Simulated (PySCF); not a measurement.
Mg(Cl)(GeH3), SMILES [Cl][Mg][GeH3] (H3ClGeMg) (PBE0/def2-SVP optimised geometry):

```
6

Mg    -0.480    -0.092     0.000
Cl    -2.690    -0.089    -0.003
Ge     2.091    -0.092     0.000
H      2.690    -1.226     0.864
H      2.682    -0.275    -1.417
H      2.688     1.226     0.546
```

Calculation: PBE0/def2-TZVP in PySCF.

**Question.** What are the frontier orbital energies and the dipole moment?

**Answer.** HOMO-2 -8.64 eV, HOMO-1 -8.64 eV, HOMO -7.55 eV, LUMO -1.37 eV, LUMO+1 -0.96 eV; dipole moment 1.49 D.

On the same geometry PBE/def2-TZVP run with PySCF gives HOMO-2 -7.26 eV, HOMO-1 -7.26 eV, HOMO -6.55 eV, LUMO -2.07 eV, LUMO+1 -1.61 eV; dipole moment 1.48 D.

Meta-Löwdin charges at PBE0/def2-TZVP: Mg1 1.25, Cl2 -0.77, Ge3 -0.37, H4 -0.04, H5 -0.04, H6 -0.04.
